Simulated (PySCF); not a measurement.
**Computed spin Hamiltonian**

Species: C4H7F2O2Si (doublet state).
Structure used (GFN2-xTB), in Å, numbered top down from 1:
```
atom  x, y, z in Å
O1     0.999    1.718    1.163
C2     0.094    1.389    0.425
C3    -0.293   -0.004    0.109
Si4   -1.534   -0.289    1.568
C5    -0.933   -0.178   -1.264
F6    -2.225    0.292   -1.212
O7     0.708   -0.980    0.382
C8     1.906   -0.834   -0.265
F9     1.784   -1.160   -1.602
H10   -0.586    2.132   -0.031
H11   -0.789   -0.493    2.797
H12   -2.652    0.641    1.557
H13   -0.980   -1.239   -1.525
H14   -0.417    0.379   -2.053
H15    2.604   -1.552    0.175
H16    2.306    0.188   -0.234
```

The hyperfine couplings belong to this conformer and change with its torsions.

Identity: `O=C[C@@]([SiH2])(CF)OCF` [radical].

Theory: PySCF, UKS B3LYP, pcH-1 on C F H O Si, non-relativistic, mean-field spin-orbit, GIAO. The structure is a single GFN2-xTB conformer in the gas phase; no vibrational or solvent corrections. The geometry wasn't refined by DFT: couplings that depend on bond lengths, twists or pyramidal angles can differ widely from those at the functional's own minimum, by a factor of two or more for some ions and for spin on atoms past the first row. Stability of the SCF solution: not tested.

```
g1, g2, g3        : 2.00280, 2.00429, 2.00495
g_iso             : 2.00401
Form of g         : rhombic: the two nearest values differ by 31 % of g3 − g1
⟨S²⟩              : 0.7540 (exact 0.7500)
α and β electrons : 40, 39
```

Hyperfine couplings atom by atom, in G; T1 to T3 are the principal values of the dipolar part (MHz turned into gauss with g_iso; 10 G = 1 mT):

```tsv
atom	isotope	a_iso	of which spin–orbit	T1	T2	T3	Mulliken spin population
O1	17O	-2.9	0.0	-11.2	5.6	5.6	0.09
C2	13C	5.4	0.0	-2.1	0.2	1.9	-0.01
C3	13C	-1.2	0.0	-0.8	-0.5	1.3	-0.01
Si4	29Si	-147.5	0.4	-62.8	31.3	31.5	0.94
C5	13C	4.2	0.0	-0.3	-0.2	0.5	0.00
F6	19F	1.4	0.0	-3.1	-0.6	3.7	0.00
O7	17O	-0.4	0.0	-0.2	0.1	0.2	0.00
C8	13C	-0.4	0.0	-0.1	-0.1	0.1	0.00
F9	19F	-0.1	0.0	-0.2	-0.2	0.4	0.00
H10	1H	-0.4	0.0	-0.6	-0.4	1.0	0.00
H11	1H	12.4	0.0	-3.7	0.8	2.8	0.00
H12	1H	4.5	0.0	-3.7	0.7	3.1	-0.01
H13	1H	0.1	0.0	-0.8	-0.6	1.4	0.00
H14	1H	-0.6	0.0	-0.5	-0.4	0.9	0.00
H15	1H	0.0	0.0	-0.3	-0.2	0.5	0.00
H16	1H	0.1	0.0	-0.4	-0.2	0.6	0.00
```

The Mulliken spin populations are largest on Si4 (+0.94) and O1 (+0.09). Si4 is the only atom above +0.15. The angles at Si4 add up to 341.8°, so it is pyramidal.

Axes: g3 points within 5° of the Si4–H11 bond.

Under fast tumbling the dipolar parts average out, and these isotropic splittings remain: 2 × 1H (H11/H12, I = 1/2, 3 lines) with 0.85 mT, 1 × 19F (F6, I = 1/2, 2 lines) with 0.14 mT, 1 × 1H (H14, I = 1/2, 2 lines) with 0.06 mT and 1 × 1H (H10, I = 1/2, 2 lines) with 0.04 mT.

Means are taken over nuclei equivalent by connectivity, which assumes that they swap fast. The 1H value of +23.7 MHz is a mean of couplings from 12.7 to 34.8 MHz in this one geometry, not an average over conformers.

The 13C coupling of C2 (15.2 MHz) shows only in satellite lines or after enrichment, since that isotope makes up about 1.07 % of natural carbon.

The 29Si coupling of Si4 (-413.7 MHz) shows only in satellite lines or after enrichment, since that isotope makes up about 4.7 % of natural silicon.

β density exceeds α density at some nuclei, such as C3 (-0.0031) and C8 (-0.0011), spin density in bohr⁻³. In a single determinant that takes different orbitals for the two spins, that is spin polarisation.
